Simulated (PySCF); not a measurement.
C3H9Ge, SMILES [CH3][Ge]([CH3])[CH3], multiplicity 2.

Coordinates come from a ωB97X-D3(BJ)/def2-SVP optimisation. The isomer is the one that the SMILES or the coordinates give; other isomers of the formula were not compared.

Calculation: PBE/def2-TZVP (PySCF).

Gas-phase values at a fixed geometry.

```json
{
 "total_energy": "-2196.26477 hartree",
 "point_group": "C3v",
 "α spin, highest occupied and lowest empty level": "-4.19 and 0.29 eV",
 "β spin, highest occupied and lowest empty level": "-6.94 and -2.81 eV",
 "dipole_moment": "0.118 e·Å",
 "quadrupole, principal values (traceless, Buckingham form, about the centre of nuclear charge)": "-0.86, 0.43, 0.43 D·Å",
 "mean_static_polarisability": "73.4 bohr³ (10.88 Å³)",
 "polarisability_principal_values": "61.6, 79.4, 79.4 bohr³",
 "⟨S²⟩": "0.751 (pure state 0.75)"
}
```
